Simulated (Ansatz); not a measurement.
## Two structures, one formula

The two ends of one reaction step of Si₂H₈O₃F₂, closed shell (PBE0-D4/def2-TZVP).

A:

```
atom    x (Å)    y (Å)    z (Å)
 Si1  -1.3464   0.4634   0.1142
  O2   0.2396   0.4442  -0.3239
 Si3   1.0553   1.3083  -1.4787
  F4  -1.9860  -0.9860  -0.0152
  F5  -2.0029   1.1872  -1.1702
  H6  -1.7921   1.3674   1.1753
  H7  -0.0085  -1.2719   1.7223
  O8  -0.5721  -0.5219   2.0165
  H9   0.9591  -1.5130  -0.0119
 O10   0.9895  -2.2321   0.6339
 H11   0.7864   2.7585  -1.3248
 H12   2.4962   1.0356  -1.2522
 H13   0.6741   0.8578  -2.8386
 H14   0.0007   0.0631   2.5199
 H15   0.5073  -2.9605   0.2334
```

B:

```xyz
15
angstrom
Si -1.4764 0.3953 0.4589
O 0.2522 -0.0144 -0.5723
Si 1.0028 0.9882 -1.6854
F -2.0999 -0.7436 -0.4721
F -1.2401 1.8211 -0.2525
H -2.6939 0.7770 1.2283
H 0.8067 -1.4347 1.5339
O -0.5428 -0.1288 1.7431
H 0.7750 -0.7712 -0.1936
O 1.4078 -1.8313 0.8777
H 1.5048 2.2193 -1.0358
H 2.1442 0.2043 -2.2210
H 0.0439 1.3061 -2.7632
H -1.0369 -0.0341 2.5611
H 1.1527 -2.7531 0.7929
```

Program: Ansatz 0.2.0. Basis: def2-TZVPP. Cores are frozen in the correlated methods. B3LYP uses VWN-RPA correlation.

Problem. Which structure is lower at CCSD(T), and by how much? (An estimate is asked for; the value comes from the calculation.)

Solution. Computed: A, by 0.264 eV (electronic energy, against the other). By their contacts, A is a complex of Si₂H₄OF₂ ([F][SiH]([F])[O][SiH3]) + H₂O + H₂O and B is a complex of Si₂H₆O₂F₂ ([OH][SiH]([F])([F])[OH][SiH3]) + H₂O.

All methods give the same order:

```csv
method,E(B) − E(A) (eV)
SPW92,0.062
PBE-D4,0.221
BLYP-D4,0.262
r2SCAN-D4,0.235
B97M-V,0.255
PBE0-D4,0.239
B3LYP-D4,0.268
r2SCAN0-D4,0.245
BHLYP-D4,0.287
CAM-B3LYP-D4,0.238
wB97X-V,0.257
wB97M-V,0.252
B2PLYP,0.271
PBE-QIDH,0.246
RPA on PBE,0.276
HF,0.422
MP2,0.250
CCSD,0.286
CCSD(T),0.264
```

No T1 diagnostic of these runs exceeds 0.012.

Labels in which every atom is bracketed show which atoms are joined, not bond orders.

For scale, one of the runs: CCSD(T)/def2-TZVPP, 351 basis functions, launched by `ansatz run in.yaml --threads 4 --pin off --events-out ev --progress --plain --max-ram 46080MiB --backend cuda --devices 0, --max-vram 37GiB`. The run took 16 s on 4 CPU threads of an AMD EPYC 7R13 and a share of one NVIDIA H100 (shared host), with 0.89 GiB of host memory at its peak.
